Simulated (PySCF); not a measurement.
# Identify the compound

An unknown has the formula C4H6FNSi. Its calculated NMR data are:

¹H NMR (300 MHz, computed): δ 6.82 (m, 1H), 4.60 (s, 2H), 2.13 (s, 3H).

¹³C{¹H} NMR (computed): δ 163.5 (CH), 122.8 (C), 112.9 (C), 12.9 (CH3).

How the numbers were obtained: GFN2-xTB geometry, GIAO PBE0/pcSseg-1 shieldings, in PySCF (averaged over atoms made equivalent by symmetry, fast rotation or ring inversion, non-relativistic Hamiltonian, a single conformation, gas phase).

Scale: ¹H, ¹³C against TMS (reference shieldings calculated alike).

**Question.** Which candidate is it?
A. C/C([SiH3])=C(/F)C#N
B. C#C/C=C\[Si@@H](N)F
C. N#C/C=C/[C@H](F)[SiH3]
D. C/C(=C\F)[SiH2]C#N
E. C#C/C(F)=C/[SiH2]N

**Answer.** D. 

Rings plus π bonds: 3 (no ring in the answer). 4 carbon signals for 4 carbons: no two carbons are equivalent. Carbon types of the structure: 2 × C, 1 × CH, 1 × CH3, leaving 2 H on heteroatoms. δC 163.5: alkene CH; the olefinic region. δC 122.8: nitrile carbon; typical of a nitrile. δC 112.9: fully substituted alkene carbon; the olefinic region. δH 6.82: hydrogen on an alkene CH; attached to an sp2 carbon and in the plane of the double bond. δH 2.13: hydrogen on an allylic methyl carbon; allylic position.

The others: C/C([SiH3])=C(/F)C#N would give 2 signals for carbon-bound and other non-exchanging H, not 3; C#C/C(F)=C/[SiH2]N has carbons computed at 160.5, 122.1, 88.8, 80.8, with a different DEPT pattern; C#C/C=C\[Si@@H](N)F would give 4 signals for carbon-bound and other non-exchanging H, not 3; N#C/C=C/[C@H](F)[SiH3] would give 4 signals for carbon-bound and other non-exchanging H, not 3.

Splittings by ¹⁹F in the carbon and heteronuclear signals aren't shown, as no couplings were computed. Shifts are as computed. Against solution values, carbons near 30 ppm lie about +3 ppm off and those near 130 ppm about +5 ppm. Of 1309 compounds with measured shifts, 239 miss one by over three times the rms of a fit or turn the order of signals round; such compounds aren't used in these exercises. Multiplicities follow the n + 1 count of equivalent neighbours, as no J values were calculated; m marks all less simple cases, F and P coupling included.
